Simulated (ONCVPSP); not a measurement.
# Varying the ONCV potential for fluorine (F)

Base potential:

- Element: fluorine (F)
- Generator: ONCVPSP 4.0.1
- Type: optimised norm-conserving Vanderbilt (ONCV)
- Functional: LDA (Perdew-Wang 92)
- Relativity: fully relativistic
- Frozen core: [He]
- Valence charge: 7
- Reference configuration: 2s2 2p5
- Partial waves: 2s: rc 0.65 bohr, ncon 5, nbas 8, qcut 11.1 1/bohr, local; 2p: rc 1.10 bohr, ncon 4, nbas 8, qcut 12.9 1/bohr, 2 projectors, debl 0.8 Ha
- Local potential: the s channel
- Core correction: Teter function, fcfact 3.75, rcfact 1.05

Open shells are filled in proportion to 2j + 1.

Cutoffs, loose and tight: the cutoffs (Ha) at which the residual kinetic energy of the hardest occupied pseudo-wave falls to 1 and 0.1 mHa per electron. They do not see the model core or the augmentation charge, which bear on the density cutoff. Test errors are all-electron minus pseudo excitation energies from the reference, over the configurations 2s2 2p4; 2s2 2p3; 2s2 2p2; 2s1 2p6. A dash means not determined; rows that change the core or the reference have their own tests.

```csv
change,outcome,"cutoff, loose","cutoff, tight",bound ghosts,GHOST(+) flags above zero,largest test error (meV)
base,generated,56 Ha,315 Ha,none,none,+291
p: qcut 8.9,generated,55 Ha,315 Ha,none,none,+574
p: rc 1,generated,60 Ha,315 Ha,none,none,+221
"core correction Teter function, fcfact 3.75, rcfact 1",generated,56 Ha,315 Ha,none,none,+294
s: rc 0.62,generated,154 Ha,392 Ha,none,none,+294
reference 2s1 2p6,generated,56 Ha,314 Ha,none,none,+158
s: nbas 9,generated,56 Ha,120 Ha,none,none,+291
"all radii but the core radius scaled by about 1.21 (s 0.78, p 1.34 bohr)",generated,57 Ha,124 Ha,none,none,+514
```
